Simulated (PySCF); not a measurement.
# Electronic absorption of C5H6FN2P

Compound: C5H6FN2P.
SMILES: `C=CCn1c(F)pcn1`

The calculation used PySCF, TDDFT B3LYP/def2-SVPD, vertical, gas phase, core orbitals frozen in the response. One conformer (not necessarily the lowest) at the GFN2-xTB geometry, without solvent, vibrations or thermal averaging. Torsions of this conformer, `[CH2:1]=[CH:2][CH2:3][n:4]1[n:5][cH:6][p:7][c:8]1[F:9]`: C1–C2–C3–N4 -117°, C2–C3–N4–N5 -96°.

| state | E (eV) | λ (nm) | f | \|μ\| (D) | main configurations (H = HOMO, L = LUMO) |
| --- | --- | --- | --- | --- | --- |
| S1 | 5.41 | 229.0 | 0.035 | 1.30 | H→L (63%), H→L+1 (30%) |
| S2 | 5.78 | 214.6 | 0.0083 | 0.61 | H-2→L (84%) |
| S3 | 5.82 | 212.9 | 0.061 | 1.67 | H→L+2 (40%), H→L+1 (25%), H-1→L (10%) |
| S4 | 5.88 | 210.9 | 0.041 | 1.36 | H→L+1 (31%), H→L (23%), H-1→L (19%) |
| S5 | 5.98 | 207.5 | 0.012 | 0.72 | H→L+3 (69%), H→L+4 (9%) |
| S6 | 6.11 | 203.0 | 0.0044 | 0.43 | H-2→L+1 (61%), H-2→L+2 (28%) |
| S7 | 6.21 | 199.7 | 0.095 | 2.01 | H-1→L+1 (38%), H-1→L (36%), H→L+2 (9%) |
| S8 | 6.44 | 192.6 | 0.028 | 1.07 | H-1→L+1 (34%), H-3→L (21%), H-1→L (14%) |

Triplets (Tamm–Dancoff): T1 3.97 eV, H→L (68%), H→L+1 (26%); T2 4.55 eV, H-3→L+1 (34%), H-3→L (29%), H-1→L (11%); T3 4.82 eV, H→L+2 (47%), H→L+1 (33%).

The lowest singlet lies at 5.41 eV (229 nm, ultraviolet) and is of moderate strength; its leading configuration is HOMO→LUMO (63%). The strongest level in the table is S7 at 6.21 eV (200 nm, f = 0.095). Löwdin shares by element: HOMO phosphorus 39%, carbon 33% or more, nitrogen 12% or more (atoms not listed hold the other 16%); LUMO carbon 33% or more, phosphorus 20%, nitrogen 12% or more (atoms not listed hold the other 36%). The listed states span 1.02 eV, and the widest gap between neighbours is 0.36 eV (S1 to S2). The oscillator strengths of these states sum to 0.285; summed over the whole spectrum of an exact calculation they would give the number of electrons, 74 (Thomas–Reiche–Kuhn). Of the 8 states listed, 6 reach f = 0.01 and none stays under 0.0005. Singlets were solved by full linear response, triplets in the Tamm–Dancoff approximation.

Cost: about 1.8 min of CPU time on one thread; the machine was shared, so the figure is rough.
